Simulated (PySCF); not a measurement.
CdGeH5N. Atoms are numbered in the order given.

```xyz
8

Cd     0.0022     0.6586    -0.4092
N      0.1921     2.4019    -1.4416
H     -0.3605     3.1873    -1.0955
H      0.0232     2.3451    -2.4468
Ge    -0.0310    -1.4993     0.9247
H      0.8709    -2.5863     0.2922
H      0.4638    -1.2964     2.3767
H     -1.4550    -2.0972     1.0161
```
Charge 0, spin multiplicity 1.

Geometry: B3LYP-D3(BJ)/def2-SVP. The structure was generated by enumeration; whether it is a known compound was not checked. The def2 effective core potentials stand for the cores of Cd; spin–orbit coupling is left out. One conformer was computed; it need not be the lowest.

Computed with PBE0/def2-TZVPD (PySCF).

Mulliken values depend strongly on the basis, most of all with diffuse functions as here. ESP charges are fitted to the potential on shells at 1.4 to 2.0 van der Waals radii. Atomic charges (e):

```
atom  Mulliken  ESP fit
----  --------  -------
Cd1       0.46      [?]
N2       -0.74    -0.90
H3        0.21      [?]
H4        0.21      [?]
Ge5      -0.32      [?]
H6        0.06     0.03
H7        0.06     0.03
H8        0.06     0.00
```

Question: Fill in the missing entries. (The exact figures need the calculation; the answer reports its results.)

Answer: 
- Cd1, ESP fit: 0.61
- H3, ESP fit: 0.27
- H4, ESP fit: 0.27
- Ge5, ESP fit: -0.30
